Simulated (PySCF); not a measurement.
These are PySCF with PBE-D3(BJ)/def2-TZVP // CAM-B3LYP-D3(BJ)/def2-TZVP values and carry that method's errors. Gas-phase values, no solvent. Excitations are Tamm–Dancoff values on a coarser integration grid. The basis has no diffuse functions, so Rydberg states are missing or too high.

Reference species (SMILES): `[F][InH][F]` (neutral, multiplicity 1).

The HOMO is -8.23 eV and the dipole moment is 3.32 D. The S1–T1 gap (TDA) is 0.71 eV.

Changed species: `[F][InH2]` (2 of 3 F replaced by H; the reference has 1 of 3 F replaced by H).

Task: Predict the effect on the HOMO, dipole moment and S1–T1 gap (TDA).

Result: the HOMO rises by 0.95 eV, to -7.28 eV; the dipole moment falls by 0.46 D, to 2.86 D; the S1–T1 gap (TDA) falls by 0.47 eV, to 0.24 eV.
